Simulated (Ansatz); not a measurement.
Species: CH$_{2}$OSe, SMILES `O=C[SeH]` (O–C–Se–H torsion 180°) (charge 0, multiplicity 1).

### Question
Give a relaxed geometry from Ansatz (a first-principles code) with B3LYP-D3(BJ)/def2-TZVP.

### Answer
Several could match; the one computed here: the end point of this relaxation, one of several conformers (outside a Z-matrix the atoms follow the SMILES, hydrogens last).
Cartesian coordinates (Å) in one orientation:
```xyz
5

O     -1.629     0.686     0.264
C     -0.642     0.103    -0.060
Se     1.105     0.459     0.724
H     -0.615    -0.688    -0.829
H      1.781    -0.559    -0.098
```
